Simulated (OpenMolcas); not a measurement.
## Cl5+: effect of the level shift or regulariser

| Item | Value |
| --- | --- |
| Program | OpenMolcas |
| Basis | ANO-R2 [5s4p3d1f] |
| Scalar Hamiltonian | X2C, finite nucleus |
| Active space | 2 electrons in 9 orbitals (RAS2 3s 3p; RAS3 3d, at most 2 electrons) |
| State averaging | 2S+1 = 3 even, 3 roots; 2S+1 = 1 even, 7 roots; 2S+1 = 3 odd, 3 roots; 2S+1 = 1 odd, 3 roots |
| Spin-orbit coupling | state interaction with AMFI integrals over the reference wave functions, term energies averaged over their components |

Methods on the same reference wave functions:
A. RASSCF
B. MS-RASPT2, IPEA 0.25 Eh, imaginary shift 0.1 Eh (closed shells correlated: 2s 2p)
C. MS-RASPT2, IPEA 0.25 Eh, real shift 0.2 Eh (closed shells correlated: 2s 2p)

Energies in eV above 3s² ¹S₀.

```json
{"Level": "3s² ¹S₀", "A": "0.0000", "B": "0.0000", "C": "0.0000"}
{"Level": "3s 3p ³P°₀", "A": "12.1058", "B": "12.223", "C": "12.223"}
{"Level": "3s 3p ³P°₁", "A": "12.1693", "B": "12.287", "C": "12.286"}
{"Level": "3s 3p ³P°₂", "A": "12.2998", "B": "12.417", "C": "12.417"}
{"Level": "3s 3p ¹P°₁", "A": "18.7425", "B": "18.503", "C": "18.503"}
{"Level": "3p² ¹D₂", "A": "28.4544", "B": "28.568", "C": "28.567"}
{"Level": "3p² ³P₀", "A": "29.3180", "B": "29.274", "C": "29.274"}
{"Level": "3p² ³P₁", "A": "29.3878", "B": "29.345", "C": "29.344"}
{"Level": "3p² ³P₂", "A": "29.5218", "B": "29.480", "C": "29.479"}
```

Between B and C no level of the table moves by more than 5 cm-1.

The lowest spin-free term lies below A's lowest term by 0.188 hartree in B, 0.188 hartree in C.

Active for correlation alone: 3d; no level in the range computed is led by a configuration that fills it, so any true level of that kind is missing. Some terms mix strongly with configurations of 3d, whose occupation reaches 0.24 (3p² ¹D). Levels of configurations outside the active space are missing. The table leaves out levels that lie high or whose names do not pair safely across all columns.

° marks odd parity.
